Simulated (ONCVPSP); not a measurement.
## rubidium (Rb), ONCV: configuration errors across variants

```json
{
 "Element": "Rb (Z = 37)",
 "Generator": "ONCVPSP 4.0.1",
 "Type": "optimised norm-conserving Vanderbilt (ONCV)",
 "Functional": "PBEsol",
 "Relativity": "scalar-relativistic",
 "Frozen core": "[Ar] 3d10",
 "Valence charge": "9",
 "Reference configuration": "4s2 4p6 4d1",
 "Partial waves": "4s: rc 2.10 bohr, ncon 3, nbas 7, qcut 7.4 1/bohr, 2 projectors, debl 2.6 Ha; 4p: rc 2.50 bohr, ncon 4, nbas 7, qcut 4.7 1/bohr, 1 projector; 4d: rc 4.00 bohr, ncon 5, nbas 8, qcut 2.5 1/bohr, 2 projectors, debl 1.7 Ha",
 "Local potential": "polynomial inside 2.00 bohr (lpopt 5, dvloc0 1 Ha)",
 "Core correction": "none"
}
```

All-electron excitation energies from the reference (eV): (1) 4s2 4p6 4d0 5s1 -2.211; (2) 4s2 4p6 4d0 1.858; (3) 4s2 4p6 4d0 5s0.5 -0.649.

3 further variants failed, have other tests or too few solved ones, and are left out.

A true bound ghost makes a file unfit for plane-wave use even where its test errors are small: the radial tests pick states by their node count and pass the ghost by.

Errors AE − PS in meV (a dash: test not solved or not reliable):

```tsv
change	(1)	(2)	(3)	bound ghosts	GHOST(+) flags above zero
base	+0.5	+2.5	+1.2	none	none
s: qcut 5.7; p: qcut 3.6; d: qcut 1.9	+1.6	+3.7	+2.4	d	none
s: qcut 6.5; p: qcut 4.1; d: qcut 2.2	+1.0	+2.7	+1.6	none	d
s: qcut 8.2; p: qcut 5.2; d: qcut 2.8	+0.4	+2.0	+0.9	none	s
```

(1) Give the same row for: s: qcut 4.9; p: qcut 3.1; d: qcut 1.7.

## Answers

(1) +3.5, +3.9, +3.7; bound ghosts: none; GHOST(+) flags above zero: d.
